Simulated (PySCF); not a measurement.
## Adding and removing an electron: LiTl

RHF-MP2; basis Li def2-SVP, Tl def2-SVP with ECP60; scalar-relativistic core potentials; PySCF 2.14. Neutral (RHF): singlet (closed shell), Re = 3.051 Å, ωe = 259 cm⁻¹, De = 0.63 eV.

LiTl⁺ (UHF): doublet (σ ↑), Re = 3.320 Å, ωe = 173 cm⁻¹. The energies at the minima are -179.01587 hartree for LiTl and -178.84468 for LiTl⁺.

(1) Work out the adiabatic ionisation energy, without and with harmonic zero-point energies (1 hartree = 27.2114 eV, 1 eV = 8065.5 cm⁻¹), and the change of the bond length.

Correlated steps freeze 4 core orbitals. Correlated levels converge slowly with the basis: in double zeta they bind strong bonds too weakly, by up to about 1 eV, and carry superposition errors of some tenths. These are scalar-relativistic numbers at best; spin–orbit coupling would shift them, the dissociation energy most. Where the molecule has an RHF reference, its open-shell atoms are computed with UHF. States were picked by a PBE0 search and need not be the measured ground states.

Neutral and ion stand on different kinds of reference determinant, which adds to the error of the difference.

## Answers

(1) At MP2: 0.17119 hartree = 4.658 eV between the minima; the zero-point term (173.0 − 259.0)/2 cm⁻¹ = -0.005 eV makes it 4.653 eV. Re changes by +26.9 pm against the neutral. The electron leaves a σ orbital, and the longer bond of the ion fits a bonding orbital, or a change in how ionic the bond is.
